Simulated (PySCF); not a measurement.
Geometries of 3 isomers of C2H4BFO2, from PBE0-D3(BJ)/def2-SVP geometry optimisation, gas phase (PySCF 2.14.0). One conformer each, no zero-point energy, no frequencies.

Task: Which is lowest in electronic energy at this level?
A.
```xyz
10
angstrom
F     -1.470    2.207    0.713
B     -0.761    1.154    0.360
O     -1.314   -0.073    0.169
C     -0.271   -0.955   -0.206
C      1.010   -0.085   -0.220
O      0.582    1.212    0.154
H     -0.494   -1.389   -1.194
H     -0.209   -1.783    0.518
H      1.479   -0.044   -1.216
H      1.769   -0.442    0.494
```
B.
```xyz
10
angstrom
C      1.664    0.348   -0.680
C      0.632    0.679    0.099
F      0.678    1.811    0.817
B     -0.682   -0.171    0.262
O     -0.775   -1.315   -0.472
O     -1.628    0.289    1.120
H      1.617   -0.573   -1.261
H      2.553    0.980   -0.748
H     -1.589   -1.814   -0.362
H     -2.416   -0.256    1.201
```
C.
```xyz
10
angstrom
C     -1.552   -0.615   -0.241
C     -1.117    0.428    0.465
O      0.165    0.765    0.763
B      1.320    0.116    0.476
O      1.377   -1.056   -0.196
F      2.442    0.702    0.895
H     -2.627   -0.726   -0.384
H     -0.882   -1.355   -0.678
H     -1.810    1.157    0.894
H      2.281   -1.369   -0.304
```

Result: A. That is `O1CCOB1F`, 8.6 kcal/mol below the next.

| SMILES | atoms numbered as above | E (Eh) | relative (kcal/mol) | relative (kJ/mol) | dipole (D) |
| --- | --- | --- | --- | --- | --- |
| FB1OCCO1 | [F:1][B:2]1[O:3][CH2:4][CH2:5][O:6]1 | -353.26900 | 0.0 | 0.0 | 3.29 |
| C=COB(O)F | [CH2:1]=[CH:2][O:3][B:4]([OH:5])[F:6] | -353.25526 | 8.6 | 36.1 | 1.45 |
| C=C(F)B(O)O | [CH2:1]=[C:2]([F:3])[B:4]([OH:5])[OH:6] | -353.20236 | 41.8 | 174.9 | 3.74 |

As drawn, the lowest has a B–F bond, which the highest lacks; the highest has an O–H bond and a C=C bond outside aromatic rings, which the lowest lacks.
